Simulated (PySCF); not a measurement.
# Spinor energies of Mo²⁹⁺ (molybdenum, charge +29)

Start: [Ne] 3s2 3p1; 3p1/2 filled at m_j = +1/2. Calculated with PySCF 2.14 in an uncontracted even-tempered set (19 s from 4.6 bohr⁻², ratio 2.4; 13 p from 6 bohr⁻², ratio 2.4; 5 d from 21 bohr⁻², ratio 2.6; 4 f from 32 bohr⁻², ratio 2.6): generalised Hartree-Fock with the X2C-1e Hamiltonian and a Gaussian nucleus; one run each with spin-orbit coupling (SO) switched off, then screened by Boettger's factors.

```json
{"spinor shell": "1s1/2", "electrons": "2", "ε, spin-free (eV)": "-21615.9", "ε, screened SO (eV)": "-21613.9", "weight of nominal j (screened SO)": "1.000", "rms radius, screened SO (bohr)": "0.0404"}
{"spinor shell": "2s1/2", "electrons": "2", "ε, spin-free (eV)": "-4346.3", "ε, screened SO (eV)": "-4345.3", "weight of nominal j (screened SO)": "1.000", "rms radius, screened SO (bohr)": "0.163"}
{"spinor shell": "2p1/2", "electrons": "2", "ε, spin-free (eV)": "-4040.8", "ε, screened SO (eV)": "-4118.3", "weight of nominal j (screened SO)": "1.000", "rms radius, screened SO (bohr)": "0.142"}
{"spinor shell": "2p3/2", "electrons": "4", "ε, spin-free (eV)": "-4040.8", "ε, screened SO (eV)": "-4003.4", "weight of nominal j (screened SO)": "1.000", "rms radius, screened SO (bohr)": "0.146"}
{"spinor shell": "3s1/2", "electrons": "2", "ε, spin-free (eV)": "-1665.7", "ε, screened SO (eV)": "-1665.3", "weight of nominal j (screened SO)": "1.000", "rms radius, screened SO (bohr)": "0.398"}
{"spinor shell": "3p1/2", "electrons": "1", "ε, spin-free (eV)": "-1583.8", "ε, screened SO (eV)": "-1601.6", "weight of nominal j (screened SO)": "1.000", "rms radius, screened SO (bohr)": "0.383"}
```

```
   quantity    spin-free  screened SO
E (hartree)  -3427.71745  -3428.77561
        M_J          1/2          1/2
       ⟨J²⟩        1.090        0.751
       ⟨L²⟩        2.005        2.007
       ⟨S²⟩        0.752        0.754
```

Each row is a mean over spinors that exchange with the open shell spreads, by up to 9.329 eV (2p1/2).

Breit and QED terms are absent; they matter most for the inner s and p1/2 levels.

Densities and radii are taken from the X2C orbitals without a picture-change correction, which distorts them close to the nucleus.

Without spin-orbit coupling the j labels of p, d and f shells carry no meaning; the spin-free column gives the mean over the occupied spinors of each nl shell, and its ⟨J²⟩ belongs to a mixture of degenerate components.
